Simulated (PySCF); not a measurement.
Electron correlation in Zn⁺ (zinc, charge +1)

[Ar] 3d10 4s1, 2S determinant. Computed with PySCF 2.14 in cc-pVTZ-PP with ECP10MDF, with scalar relativity through the core potential. Frozen: 3s2 3p6; 11 electrons correlated.

MP2 pair energies summed by pair of shells (mhartree):

| pair | energy | share (%) |
| --- | --- | --- |
| 3d-3d | -449.01 | 94.5 |
| 3d-4s | -26.28 | 5.5 |

Total MP2 correlation energy: -475.29 mhartree.

Same-spin part -174.84 and opposite-spin part -300.45 mhartree; SCS-MP2 scales them by 1/3 and 6/5 to -418.82 mhartree.
